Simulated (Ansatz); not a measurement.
An input meant for BiF3⁻ (charge -1, doublet).

```yaml
crystal:
  periodic: [false, false, false]
  atoms:
    - {symbol: Bi, position_ang: [-0.004932, 0.004660, 0.772834]}
    - {symbol: F, position_ang: [1.736709, -0.029970, -0.246795]}
    - {symbol: F, position_ang: [-0.590642, -1.440563, 0.045946]}
    - {symbol: F, position_ang: [-0.890642, -1.490563, -0.254054]}
basis:
  gaussian: {orbitals: def2-mTZVPP}
total_charge: -1
magnetization: {spin_polarized: true, initial_magnetization: 1}
hamiltonian: {xc: {name: wB97X}}
output: {forces: true}
```

```sh
$ ansatz run in.yaml --threads 4 --pin off --events-out ev --progress --plain --max-ram 3916MiB
```

It prints (some lines left out):

```
Functional definition: wB97X
833 factors; their error is unknown
250 factors; integrals over basis functions are off by at most 7.6e-6 eV
mean field evaluation 1: about -13545.9639 eV, gradient 9.0e1 eV
mean field evaluation 2: about -12840.0547 eV, gradient 3.6e2 eV
mean field evaluation 4: about -13523.1108 eV, gradient 1.5e2 eV
mean field evaluation 8: about -13618.8552 eV, gradient 3.9e0 eV
mean field evaluation 16: about -13619.6281 eV, gradient 2.8e-2 eV
mean field evaluation 32: about -13589.0027 eV, gradient 7.0e1 eV
mean field evaluation 64: about -13617.9254 eV, gradient 9.0e0 eV
mean field evaluation 96: about -13619.6745 eV, gradient 1.7e0 eV
mean field evaluation 128: about -13619.5838 eV, gradient 6.1e-1 eV
a density is far from that of the atoms, so the factors are made again for it
1073 factors; integrals over basis functions are off by at most 2.0e-4 eV
250 factors; integrals over basis functions are off by at most 4.3e-6 eV
mean field -13619.72252223 eV, -500.5155709123 hartree, gradient 7.4e-6 eV, S^2 1.557158; 0 other end points of the search recorded, 0 dependent functions left out
reference -13619.72249915 eV, -500.5155700643 hartree; 26, 25 occupied and 82, 83 virtual orbitals, 1073 factors
Total energy: -13619.72249915 eV, -500.5155700643 hartree
Atom 0 at    -0.004932     0.004660     0.772834 Å, force     8.619956    27.639040    18.505748 eV/Å
Atom 1 at     1.736709    -0.029970    -0.246795 Å, force     4.188849    -0.319255    -2.613979 eV/Å
Atom 2 at    -0.590642    -1.440563     0.045946 Å, force  1724.782131   272.015644  1722.646319 eV/Å
Atom 3 at    -0.890642    -1.490563    -0.254054 Å, force -1737.590936  -299.335429 -1738.538088 eV/Å
Dipole moment:    -0.826501    -1.137408    -0.529861 e Å
```

In this input one atom was put on top of another. The calculation finished and met its thresholds. The result belongs to that input, not to the species as meant.

In the def2 sets Bi takes a core potential; there is no spin–orbit coupling. The highest occupied level of an anion often lies above zero with these methods, and sets without diffuse functions describe the outer electron poorly. The charge -1 doublet is spin-contaminated (final ⟨S²⟩ up to 1.56, 0.75 for a pure state).
